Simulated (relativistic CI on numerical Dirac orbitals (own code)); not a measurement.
Method of calculation: Dirac-Coulomb-Breit CI, orbitals from a KLI potential per configuration, model QED, unscaled Slater integrals (own radial code, finite nucleus).

Configurations in the expansion (outside the closed core [Kr]): 4d¹⁰5s, 4d¹⁰5p, 4d¹⁰4f, 4d¹⁰5d, 4d¹⁰5f, 4d⁹5s4f, 4d¹⁰5g, 4d¹⁰6s, 4d¹⁰6p, 4d⁹5s², 4d¹⁰6d, 4d⁹5s5p, 4d¹⁰7s, 4d¹⁰6f, 4d¹⁰7p, 4d¹⁰7d, 4d¹⁰8s, 4d⁹5s5d, 4d¹⁰9s. Double excitations out of closed p, d and f shells are left out; levels of such configurations are missing from the list, as are those of other unlisted configurations, and high levels can miss mixing partners.

At this charge transitions that keep the count of f electrons are usually good to a few per cent. Levels and lines within the n = 5 or 6 shells can be off by up to 10 % or somewhat more, and those that change n by about 2 %, since core polarisation is missing. Levels that differ in their count of f electrons can be misplaced by several ten thousand cm⁻¹, since the correlation energy of f electrons is missing or only estimated; rates across such gaps can be off by orders of magnitude.

Outline of the computed level scheme of Ce XII. Lowest level of each configuration: 4d¹⁰5s ²S1/2 at 0.000 eV; 4d¹⁰4f ²F°5/2 at 18.367 eV; 4d¹⁰5p ²P°1/2 at 19.390 eV; 4d¹⁰5d ²D3/2 at 55.895 eV; 4d¹⁰6s ²S1/2 at 81.569 eV; 4d¹⁰6p ²P°1/2 at 90.411 eV; 4d¹⁰5f ²F°5/2 at 91.663 eV; 4d⁹5s² ²D5/2 at 97.450 eV; 4d⁹5s4f ⁴P°1/2 at 105.421 eV.

Some strong electric-dipole decays among the lowest 40 levels: 4d¹⁰5f ²F°7/2 → 4d¹⁰5d ²D5/2 (5.3e+10 s⁻¹); 4d¹⁰5f ²F°5/2 → 4d¹⁰5d ²D3/2 (5.2e+10 s⁻¹); 4d¹⁰6s ²S1/2 → 4d¹⁰5p ²P°3/2 (5.0e+10 s⁻¹); 4d¹⁰5d ²D3/2 → 4d¹⁰5p ²P°1/2 (3.5e+10 s⁻¹); 4d¹⁰5d ²D5/2 → 4d¹⁰5p ²P°3/2 (3.3e+10 s⁻¹); 4d¹⁰6p ²P°1/2 → 4d¹⁰5d ²D3/2 (2.4e+10 s⁻¹); 4d¹⁰6s ²S1/2 → 4d¹⁰5p ²P°1/2 (2.3e+10 s⁻¹); 4d¹⁰6p ²P°1/2 → 4d¹⁰5s ²S1/2 (2.2e+10 s⁻¹).

LS names give the leading component of a level, which can be under half, so a name can repeat, a term be missing and a line seem to break the LS rules.
